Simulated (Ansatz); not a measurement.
Input for Ansatz (an electronic-structure program): R-CCSD(T)/cc-pV(D+d)Z on AlClFH (SMILES [F][AlH][Cl]), a point of a bond scan (R = 2.087 Å). Files ending in .json are basis or fitting sets from the Basis Set Exchange.

Ansatz 0.2 input:
```yaml
crystal:
  periodic: [false, false, false]
  atoms:
    - {symbol: Al, position_ang: [-0.56121200, 0.17720720, -0.47070291]}
    - {symbol: H, position_ang: [-1.75578251, -0.36994628, -1.30318825]}
    - {symbol: F, position_ang: [-0.21592676, 1.78615354, -0.49600494]}
    - {symbol: Cl, position_ang: [0.64675761, -1.05936054, 0.69919827]}
basis:
  gaussian:
    orbitals: cc-pV_D+d_Z.json
    pivot_positions_ang: [[-0.56121200, 0.17720720, -0.47070291], [-1.75578251, -0.36994628, -1.30318825], [-0.21592676, 1.78615354, -0.49600494], [0.64675761, -1.05936054, 0.69919827]]
magnetization: {spin_polarized: false}
correlation: {method: ccsd_t, electrons: outside_noble_gas}
scf: {lower_state_search: off}
output: {orbitals: {seedname: ./end}}
```

The head of its log:

```
WARN ansatz: RAYON_NUM_THREADS=1 ignored (pool sized by the plan → 1); use --threads N
Functional definition: HF
these checks for a lower state are left out or cut short: stability, starts, cluster_reference, orbital_swaps, neighbouring_geometries, increment
integrals: 0.04 GiB planned
704 factors; integrals over basis functions are off by at most 2.9e-4 eV
mean field: 0.14 GiB planned
mean field evaluation 1: about -21810.6564 eV, gradient 2.9e1 eV
mean field evaluation 2: about -21810.6748 eV, gradient 3.0e1 eV
mean field evaluation 4: about -21812.5322 eV, gradient 1.6e0 eV
mean field evaluation 8: about -21812.5502 eV, gradient 9.4e-5 eV
mean field -21812.55020122 eV, -801.5964348174 hartree, gradient 4.3e-7 eV, S^2 0.000000; 0 other end points of the search recorded, 0 dependent functions left out
11 core orbitals not correlated
reference -21812.55020122 eV, -801.5964348174 hartree; 9, 9 occupied and 45, 45 virtual orbitals, 704 factors
```

### Question
What total energy does the run end on?

### Answer
-802.0126 hartree (reference determinant -801.5964, T1 diagnostic 0.012).
